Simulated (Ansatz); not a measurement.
Relaxation of C$_{3}$H$_{6}$SeZn (11 atoms, charge 0, multiplicity 1), to a largest force component of 0.015 eV/Å in at most 40 steps.

Method: Ansatz, RKS PBE-D4/def2-SVP.

```xyz
11
Properties=species:S:1:pos:R:3
C -1.002 -0.292 0.523
C 0.293 0.435 0.302
C 1.192 -0.442 -0.539
Zn -0.720 0.009 -2.018
Se 0.036 2.131 -0.631
H -1.717 0.423 1.110
H -0.887 -1.202 1.063
H -1.498 -0.438 -0.473
H 0.769 0.653 1.333
H 1.331 -1.441 -0.016
H 0.677 -0.675 -1.521
```

Question: Where does it end, and by what steps?

Answer: The run converged. After 14 steps the energy has fallen by 3.280 eV; H11 moved furthest, 1.39 Å. Parted: Zn4–H8, Zn4–H11.

| step | energy less start (eV) | largest force component (eV/Å) | accepted |
| --- | --- | --- | --- |
| 0 | 0.0000 | 2.860 | yes |
| 1 | -0.8724 | 1.832 | yes |
| 2 | -1.3435 | 1.437 | yes |
| 3 | -1.6842 | 1.881 | yes |
| 4 | -2.0220 | 2.205 | yes |
| 5 | -2.3619 | 2.720 | yes |
| 6 | -2.7754 | 2.278 | yes |
| 7 | -3.0576 | 0.934 | yes |
| 8 | -3.1600 | 1.142 | yes |
| 9 | -3.2479 | 0.368 | yes |
| 10 | -3.2634 | 0.291 | yes |
| 11 | -3.2773 | 0.108 | yes |
| 12 | -3.2798 | 0.045 | yes |
| 13 | -3.2803 | 0.020 | yes |
| 14 | -3.2803 | 0.009 | yes |

```xyz
11
Properties=species:S:1:pos:R:3
C -1.096 -0.266 0.804
C 0.109 0.352 0.108
C 0.832 -0.638 -0.827
Zn -0.086 0.291 -2.345
Se -0.467 2.078 -0.880
H -1.626 0.467 1.441
H -0.780 -1.122 1.441
H -1.823 -0.647 0.056
H 0.829 0.774 0.845
H 0.670 -1.701 -0.569
H 1.912 -0.423 -0.941
```

Whether the end is a true minimum wasn't checked by a vibrational analysis.

Run time: 36 s on 2 threads of Intel(R) Xeon(R) 6975P-C (Granite Rapids), on a shared host, peak memory 0.35 GiB.
